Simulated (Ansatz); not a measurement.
Ansatz (a first-principles code) input:

Ansatz 0.2 input:
```yaml
crystal:
  periodic: [false, false, false]
  atoms:
    - {symbol: C, position_ang: [-1.65691817, -0.79636213, -0.38564540]}
    - {symbol: C, position_ang: [-0.52278099, 0.04773370, 0.19469952]}
    - {symbol: C, position_ang: [-0.46619912, 1.43026824, -0.45296424]}
    - {symbol: C, position_ang: [0.80136404, -0.68756656, 0.04906601]}
    - {symbol: O, position_ang: [1.82004174, 0.05445435, 0.71634923]}
    - {symbol: H, position_ang: [-2.61685148, -0.29235873, -0.26218020]}
    - {symbol: H, position_ang: [-1.72504826, -1.77093654, 0.10270601]}
    - {symbol: H, position_ang: [-1.50946393, -0.96629567, -1.45591552]}
    - {symbol: H, position_ang: [-0.69727634, 0.17533522, 1.26861938]}
    - {symbol: H, position_ang: [-0.31107238, 1.34253724, -1.53252840]}
    - {symbol: H, position_ang: [0.35026452, 2.02193010, -0.04104718]}
    - {symbol: H, position_ang: [-1.40035727, 1.97263530, -0.29401560]}
    - {symbol: H, position_ang: [0.71345967, -1.69213926, 0.48169695]}
    - {symbol: H, position_ang: [1.04011140, -0.80010022, -1.01781706]}
    - {symbol: H, position_ang: [2.66310579, -0.39068173, 0.58875250]}
basis:
  gaussian:
    orbitals: aug-cc-pVDZ
magnetization: {spin_polarized: false}
correlation: {method: ccsd_t, electrons: outside_noble_gas}
output: {forces: true}
```

Q: What final total energy does it print?

A: -233.07934 Eh (CCSD(T)/aug-cc-pVDZ). The basis has 205 functions.
